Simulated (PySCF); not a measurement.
## Pd³⁷⁺: fine-structure interval

Pd³⁷⁺ [He] 2s2 2p5 [2p1/2^2 2p3/2^3, M_J = 3/2] → Pd³⁷⁺ [He] 2s2 2p5 [2p1/2^1 2p3/2^4, M_J = 1/2], as a difference of total energies. Computed with PySCF 2.14 in an uncontracted even-tempered set (17 s from 17 bohr⁻², ratio 2.4; 12 p from 21 bohr⁻², ratio 2.4; 5 d from 80 bohr⁻², ratio 2.6; 4 f from 120 bohr⁻², ratio 2.6), with the two-component X2C-1e Hamiltonian. Correlated levels: nothing frozen; the 32 highest virtual spinors dropped. "Screened" scales the spin-orbit matrix elements by Boettger's factors to mimic the two-electron term; Breit and QED terms are absent.

| method | fine-structure interval (cm⁻¹) |
| --- | --- |
| GHF (screened spin-orbit) | 1349900 |
| GMP2 (screened spin-orbit) | 1350800 |
| GHF (bare spin-orbit) | 1413600 |
